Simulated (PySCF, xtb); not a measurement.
BH₃N, SMILES [BH]N (connectivity only; charge and spin as stated), charge +1, multiplicity 1.

GFN2-xTB in xtb at its own geometry gives an orbital gap of 5.18 eV.

Coordinates come from a TPSSh-D3(BJ)/def2-TZVP optimisation. The multiplicity is an assumed one; other spin states were not compared. The isomer is the one that the SMILES or the coordinates give; other isomers of the formula were not compared.

Problem. What does PBE/def2-TZVPD in PySCF give? (Estimate from the structure and the level; the computed values follow.)

Solution. gap 5.57 eV (levels -15.54 and -9.97 eV).
